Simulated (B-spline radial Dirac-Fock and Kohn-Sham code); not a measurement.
## 3d5/2 emission of Ho³⁺

System: holmium as Ho³⁺, [Xe] 4f10.

The run's input, task.json:

```json
{"items": [{
  "Z": 67,
  "q": 3,
  "cfg": [[1, 0, 2], [2, 0, 2], [2, 1, 6], [3, 0, 2], [3, 1, 6], [3, 2, 10], [4, 0, 2], [4, 1, 6], [4, 2, 10], [4, 3, 10], [5, 0, 2], [5, 1, 6]],
  "A": 165,
  "rrms": 5.2022,
  "do": ["binding", "quiet", "decay"],
  "holes": ["K", "L1", "L2", "L3", "M1", "M2", "M3", "M4", "M5", "N1", "N2", "N3", "N4", "N5"]
}]}
```

Run with: `python xray_run.py task.json out`

The computed values come from a B-spline atomic structure program: one-electron (LDA, Dirac) transition rates at Dirac-Fock energies.

```
 line  multipole  energy (eV)  width (meV)  share (%)
  Mζ1         E1       1038.6        0.781       6.08
M5-O3         E1       1333.0        0.115      0.896
  Mα2         E1       1349.8        0.582       4.53
  Mα1         E1       1350.9         11.4       88.5
```

The listed lines hold 100.0 % of the radiative rate. The radiative width is 0.0128 eV in the length form and 0.0130 eV in the velocity form; the two differ because the transition energies are not eigenvalue differences of the potential that gave the orbitals.
